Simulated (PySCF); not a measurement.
Several orderings of computed values.

Species are written as SMILES; each is one conformer at its optimised geometry, gas phase, non-relativistic unless stated; the electronic structure was computed with PySCF and density fitting.

The conformers computed, where there is a choice (atom-mapped SMILES and torsion angles):
- `[SiH3:1][CH2:2][Si@H:3]([Cl:4])[O:5][SiH3:6]`: Si1–C2–Si3–Cl4 171°, C2–Si3–O5–Si6 49°
- `[CH2:1]=[CH:2][O:3][SiH2:4][O:5][CH2:6][SiH3:7]`: C1–C2–O3–Si4 0°, C2–O3–Si4–O5 180°, O3–Si4–O5–C6 180°, Si4–O5–C6–Si7 174°
- `[SiH3:1][O:2][SiH2:3][SiH2:4][CH2:5][Cl:6]`: Si1–O2–Si3–Si4 -60°, O2–Si3–Si4–C5 109°, Si3–Si4–C5–Cl6 -57°
- `[SiH3:1][O:2][Si@@H:3]([SiH3:4])[CH2:5][Cl:6]`: Si1–O2–Si3–Si4 48°, O2–Si3–C5–Cl6 -177°
- `[CH3:1][CH2:2]/[C:3]([C:4]#[N:5])=[CH:6]/[F:7]`: C1–C2–C3–C4 -67°
- `[SiH3:1][O:2][Si@@H:3]1[O:4][SiH2:5][C@H:6]1[CH:7]([Cl:8])[Cl:9]`: Si1–O2–Si3–O4 15°, Si5–C6–C7–Cl8 -68°
- `[SiH3:1][SiH2:2][O:3][SiH2:4][CH2:5][Cl:6]`: Si1–Si2–O3–Si4 30°, Si2–O3–Si4–C5 23°, O3–Si4–C5–Cl6 -63°
- `[CH3:1][Si@H:2]([SiH3:3])[O:4][SiH2:5][Cl:6]`: C1–Si2–O4–Si5 72°, Si2–O4–Si5–Cl6 27°

(1) Rank by HOMO energy, lowest first (B3LYP/def2-SVPD at GFN2-xTB geometries).
A. `C(=C)O[SiH2]OC[SiH3]`
B. `[SiH3]C[Si@H](Cl)O[SiH3]`
C. `[SiH3]O[Si@@H]([SiH3])CCl`
D. `[SiH3]O[SiH2][SiH2]CCl`

(2) Rank by smallest rotational constant, highest first (GFN2-xTB).
A. `[SiH3]O[Si@@H]1O[SiH2][C@H]1C(Cl)Cl`
B. `[SiH3]O[SiH2][SiH2]CCl`
C. `O=[P@@H]1CC[C@@H]1[SiH3]`
D. `C=CO[SiH2]OC[SiH3]`
E. `CC/C(C#N)=C/F`
F. `c1ccc2c(c1)CCS2`

(3) Rank by electronic spatial extent ⟨r²⟩ about the centre of nuclear charge, highest first (B3LYP/def2-SVPD at GFN2-xTB geometries).
A. `[SiH3]C[Si@H](Cl)O[SiH3]`
B. `[SiH3]O[Si@@H]([SiH3])CCl`
C. `C=CO[SiH2]OC[SiH3]`
D. `[SiH2](O[SiH2]CCl)[SiH3]`
E. `C(Cl)[SiH2][SiH2]O[SiH3]`

(4) By how much do the two ends of that ranking differ?

(5) Rank by lowest singlet excitation, highest first (TDDFT B3LYP/def2-SVPD at GFN2-xTB geometries).
A. `O([SiH2]Cl)[Si@@H]([SiH3])C`
B. `[SiH3]O[SiH2][SiH2]CCl`
C. `[SiH3][SiH2]O[SiH2]CCl`
D. `[SiH3]C[Si@H](Cl)O[SiH3]`

(6) Rank by HOMO–LUMO gap, lowest first (B3LYP/def2-SVPD at GFN2-xTB geometries).
A. `[SiH3]C[Si@H](Cl)O[SiH3]`
B. `[SiH3][Si@H](O[SiH2]Cl)C`
C. `[SiH3]O[SiH2][SiH2]CCl`
D. `[SiH3][SiH2]O[SiH2]CCl`

(7) Give the two extremes of that set in kcal/mol.

(8) Rank by lowest triplet excitation (Tamm–Dancoff), highest first (TDA B3LYP/def2-SVPD at GFN2-xTB geometries).
A. `C[Si@H]([SiH3])O[SiH2]Cl`
B. `[SiH3]C[Si@H](Cl)O[SiH3]`
C. `[SiH3]O[SiH2][SiH2]CCl`
D. `[SiH3][SiH2]O[SiH2]CCl`
E. `C(O[SiH2]OC[SiH3])=C`

Answers

(1) B (-8.20 eV), D (-7.80 eV), C (-7.69 eV), A (-6.84 eV).

(2) C (1.499 GHz), E (1.415 GHz), F (0.898 GHz), B (0.661 GHz), D (0.588 GHz), A (0.384 GHz).

(3) C (1898 bohr²), B (1886 bohr²), E (1761 bohr²), A (1688 bohr²), D (1615 bohr²).

(4) By 283 bohr², between `C=CO[SiH2]OC[SiH3]` and `[SiH3][SiH2]O[SiH2]CCl`.

(5) D (7.05 eV), A (6.49 eV), C (6.11 eV), B (5.88 eV).

(6) C (6.82 eV), D (7.01 eV), B (7.45 eV), A (7.92 eV).

(7) `[SiH3]O[SiH2][SiH2]CCl`: 157 kcal/mol; `[SiH3]C[Si@H](Cl)O[SiH3]`: 183 kcal/mol.

(8) B (6.84 eV), A (5.82 eV), D (5.60 eV), C (5.38 eV), E (4.49 eV).
